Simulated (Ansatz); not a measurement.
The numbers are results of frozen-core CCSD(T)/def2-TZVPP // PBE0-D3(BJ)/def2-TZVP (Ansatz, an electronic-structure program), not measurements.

Ansatz 0.2 input:
```yaml
crystal:
  periodic: [false, false, false]
  atoms:
    - { symbol: B, position_ang: [-0.011132, 0.215418, 0.00092] }
    - { symbol: H, position_ang: [-0.240123, 1.367414, 0.002587] }
    - { symbol: H, position_ang: [-0.510359, -0.959173, -0.002774] }
    - { symbol: H, position_ang: [0.898465, -0.679987, -0.000265] }
basis:
  gaussian: { orbitals: def2-TZVPP }
correlation:
  method: ccsd_t
total_charge: 1
magnetization:
  spin_polarized: true
  initial_magnetization: 1
```

Output:

```
Functional definition: HF
412 factors; integrals over basis functions are off by at most 1.3e-3 eV
mean field evaluation 1: about -706.6299 eV, gradient 7.8e0 eV
mean field evaluation 2: about -706.6289 eV, gradient 7.8e0 eV
mean field evaluation 4: about -707.1854 eV, gradient 4.7e-1 eV
mean field evaluation 8: about -707.1887 eV, gradient 6.5e-4 eV
mean field -707.18872364 eV, -25.9887062442 hartree, gradient 1.7e-6 eV, S^2 0.760432; 0 other end points of the search recorded, 0 dependent functions left out
1 core orbitals not correlated
reference -707.18872364 eV, -25.9887062442 hartree; 3, 2 occupied and 69, 70 virtual orbitals, 412 factors
second order -2.28358480 eV of doubles, -0.00000000 eV of singles
cycle   1  -2.66082207 eV  change   -3.8e-1 eV  update   4.3e-2
cycle   2  -2.81920073 eV  change   -1.6e-1 eV  update   1.7e-2
cycle   3  -2.82350328 eV  change   -4.3e-3 eV  update   3.9e-3
cycle   4  -2.82425096 eV  change   -7.5e-4 eV  update   1.2e-3
cycle   5  -2.82409723 eV  change    1.5e-4 eV  update   4.1e-4
cycle   6  -2.82409679 eV  change    4.4e-7 eV  update   1.2e-4
cycle   7  -2.82415280 eV  change   -5.6e-5 eV  update   3.9e-5
cycle   8  -2.82414450 eV  change    8.3e-6 eV  update   1.3e-5
cycle   9  -2.82414236 eV  change    2.1e-6 eV  update   3.5e-6
perturbative correction -0.05149444 eV, -0.0018923857 hartree
Total energy: -710.06436044 eV, -26.0943839473 hartree
```

Cost: about 1.4 core-seconds (a rough figure).
